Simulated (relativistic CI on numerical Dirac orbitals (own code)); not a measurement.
**d8 in a ligand field**

Computed with a parametric ligand-field model of a d^n configuration (Racah B and C, spin-orbit zeta, crystal field), exact diagonalisation.

Field parameters in Wybourne normalisation: Oh B⁴₀ = 21Dq, B⁴₄ = √(5/14) B⁴₀; Td as Oh with Dq negative (B⁴₀ = 21Dq, B⁴₄ = √(5/14) B⁴₀). The field is a parameter set, without covalency.

Task: Ground term and bands for B = 830, C = 4270, ζ = 0 cm⁻¹, Oh, 10Dq = 14450 cm⁻¹?

Result: Ground term 3A2 with 2.00 electrons in the two orbitals of the cubic e set. Spin-allowed: 3T2 14450 cm⁻¹ (692 nm), 3T1 21819 cm⁻¹ (458 nm), 3T1 33981 cm⁻¹ (294 nm). Lowest spin-forbidden: 1E 14904 cm⁻¹ (671 nm), 1A1 25097 cm⁻¹ (398 nm), 1T2 29107 cm⁻¹ (344 nm). With an A2 ground term the first spin-allowed band lies at |10Dq| itself.

Task: A d8 ion in Oh symmetry has the ground term 3A2 and bands at 1E 7978 cm⁻¹ (1253 nm), 1A1 15153 cm⁻¹ (660 nm), 3T2 30300 cm⁻¹ (330 nm), 3T1 35532 cm⁻¹ (281 nm), 1T2 38238 cm⁻¹ (262 nm), 3T1 62268 cm⁻¹ (161 nm). Which parameters reproduce them?

Result: B = 460, C = 2170, ζ = 0 cm⁻¹, Oh, 10Dq = 30300 cm⁻¹.

Task: Ground term and bands for B = 990, C = 4580, ζ = 0 cm⁻¹, Td, 10Dq = -2150 cm⁻¹?

Result: Ground term 3T1 with 3.84 electrons in the two orbitals of the cubic e set. Spin-allowed: 3T2 1766 cm⁻¹, 3A2 3916 cm⁻¹ (2554 nm), 3T1 16231 cm⁻¹ (616 nm). Lowest spin-forbidden: 1T2 14788 cm⁻¹ (676 nm), 1E 15533 cm⁻¹ (644 nm), 1T2 21744 cm⁻¹ (460 nm).

Task: Ground term and bands for B = 430, C = 1730, ζ = 0 cm⁻¹, Td, 10Dq = -6050 cm⁻¹?

Result: Ground term 3T1 with 3.94 electrons in the two orbitals of the cubic e set. Spin-allowed: 3T2 5391 cm⁻¹ (1855 nm), 3T1 11182 cm⁻¹ (894 nm), 3A2 11441 cm⁻¹ (874 nm). Lowest spin-forbidden: 1T2 6300 cm⁻¹ (1587 nm), 1E 6484 cm⁻¹ (1542 nm), 1A1 12558 cm⁻¹ (796 nm).

Task: Ground term and bands for B = 300, C = 1210, ζ = 0 cm⁻¹, Oh, 10Dq = 39300 cm⁻¹?

Result: Ground term 3A2 with 2.00 electrons in the two orbitals of the cubic e set. Spin-allowed: 3T2 39300 cm⁻¹ (254 nm), 3T1 42812 cm⁻¹ (234 nm), 3T1 79588 cm⁻¹ (126 nm). Lowest spin-forbidden: 1E 4806 cm⁻¹ (2081 nm), 1A1 9396 cm⁻¹ (1064 nm), 1T2 44093 cm⁻¹ (227 nm). With an A2 ground term the first spin-allowed band lies at |10Dq| itself.
